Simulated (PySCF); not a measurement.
# [Hg(HCN)]2+ at several levels of theory

Computed with PySCF 2.14.0 (density fitting, no spin-orbit coupling) at the geometry relaxed with PBE0:

```xyz
4
[Hg(HCN)]2+ (singlet)
Hg    0.0000    0.0000   -0.2617
N     0.0000    0.0000    1.7750
C     0.0000    0.0000    2.9247
H     0.0000    0.0000    4.0293
```

```json
{"level": "PBE0", "basis": "Hg def2-SVP with ECP60, N def2-SVP, C def2-SVP, H def2-SVP", "state": "singlet", "HOMO (eV)": "-22.99", "gap (eV)": "5.60", "charge on Hg1 (e)": "1.58", "dipole about the centre of mass (D)": "6.60", "largest force component (eV/Å)": "0.01"}
{"level": "M06-L", "basis": "the same", "state": "singlet", "HOMO (eV)": "-21.68", "gap (eV)": "4.00", "charge on Hg1 (e)": "1.61", "dipole about the centre of mass (D)": "6.49", "largest force component (eV/Å)": "0.65"}
{"level": "wB97X", "basis": "the same", "state": "singlet", "HOMO (eV)": "-25.40", "gap (eV)": "10.53", "charge on Hg1 (e)": "1.59", "dipole about the centre of mass (D)": "6.43", "largest force component (eV/Å)": "0.34"}
```

Charges are Mulliken's, which hang on the basis. The relaxation used the grid (50, 194), these runs (75, 302) or, all-electron (x2c bases, spin-free X2C Hamiltonian), (99, 590).

(1) What does PBE0 with Hg def2-TZVP with ECP60, N def2-TZVP, C def2-TZVP, H def2-TZVP give here?

Answers

(1) state singlet, HOMO (eV) -22.88, gap (eV) 5.47, charge on Hg1 (e) 1.47, dipole about the centre of mass (D) 6.61, largest force component (eV/Å) 1.05. Time: 2.8 s on 2 threads of Intel(R) Xeon(R) 6975P-C (Granite Rapids) (shared host), from free ions and atoms.
